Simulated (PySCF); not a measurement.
**Pd (palladium, neutral) across methods**

[Kr] 4d9 5p1, one real determinant (an excited configuration). Calculation: PySCF 2.14, in aug-cc-pVTZ-DK; the spin-free X2C one-electron Hamiltonian (Gaussian nucleus).

| method | E (hartree) | mean ε 4d α (eV) | mean ε 4d β (eV) | mean ε 5p α (eV) | Σ⟨r²⟩ (bohr²) | ⟨S²⟩ |
| --- | --- | --- | --- | --- | --- | --- |
| MN15 | -5048.46 | -11.312 | -10.700 | -2.875 | 61.78 | 2.000 |
| PBE0 | -5044.65 | -10.483 | -9.716 | -2.574 | 61.93 | 2.001 |
| UHF | -5042.48127 | -15.258 | -14.245 | -3.452 | 67.08 | 2.002 |
| PW91 | -5045.39 | -8.731 | -8.034 | -2.167 | 61.24 | 2.000 |
| LDA | -5039.61 | -8.873 | -8.171 | -2.183 | 60.58 | 2.000 |
| r2SCANh | -5044.96 | -9.592 | -8.805 | -2.370 | 60.90 | 2.001 |
| r2SCAN | -5044.97 | -8.890 | -8.121 | -2.204 | 60.69 | 2.001 |

**Question.** Estimate the same row for PBE.

**Answer.** E (hartree) = -5044.59; mean ε 4d α (eV) = -8.686; mean ε 4d β (eV) = -7.983; mean ε 5p α (eV) = -2.136; Σ⟨r²⟩ (bohr²) = 61.50; ⟨S²⟩ = 2.000.

⟨L²⟩ = 8.02 against 12 for a pure F term, so this real determinant mixes terms.
